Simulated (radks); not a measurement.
Results of a calculation; reference values are marked as such.
Task: These are the eigenvalues of the occupied orbitals of an atom or ion with whole-number occupations (eV). Level of theory: Dirac Kohn-Sham, PBEsol, spin-unpolarised, spherical densities, point nucleus (a radial shooting solver on a logarithmic mesh with Libxc functionals).

1s1/2: -10989.53
2s1/2: -1411.535
2p1/2: -1260.406
2p3/2: -1228.579
3s1/2: -207.1141
3p1/2: -157.1484
3p3/2: -152.7701
3d3/2: -67.7451
3d5/2: -67.1148
4s1/2: -38.0785
4f5/2: -6.2501

Which element is it, and in what charge state? The configuration may be excited. Open shells, if any, fill j = l - 1/2 first.

Result: Z = 32, germanium, charge +2: Ge2+ in [Ar] 3d9 4s2 4f1. The list shows which subshells hold electrons but not how many an open one holds; the 1s level, -403.86 hartree, gives Z - s = 28.4 by -(Z - s)^2/2, which with screening and relativity narrows Z to a few neighbours, and the depths of the outer levels then fix element, charge and occupations together.
